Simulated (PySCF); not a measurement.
## How methods differ on the ionisation energy of C⁺

C⁺ [He] 2s2 2p1 (2P) → C²⁺ [He] 2s2 (1S), as a difference of total energies. Computed with PySCF 2.14 in x2c-TZVPPall, with the spin-free X2C one-electron Hamiltonian (Gaussian nucleus). Correlated levels: valence and next inner shell: nothing frozen. The calculations carry no spin-orbit coupling.

```csv
method,ionisation energy (eV)
UHF,24.166
MP2 (valence and next inner shell),24.382
SCS-MP2 (valence and next inner shell),24.339
CCSD (valence and next inner shell),24.224
CCSD(T) (valence and next inner shell),24.253
CCSDT (valence and next inner shell),24.261
```

Task: How much does correlation contribute at CCSD(T) (valence and next inner shell)?

Result: 24.253 − (24.166) = 0.087 eV, measured against UHF.

Errors of the correlated levels include the incompleteness of this basis.

The coupled-cluster amplitudes are large for C²⁺ (T1 above 0.03 or a double amplitude above 0.15), so a single reference is strained.

For comparison: 24.378 eV (measured; NIST levels, between the centres of gravity of the two terms).
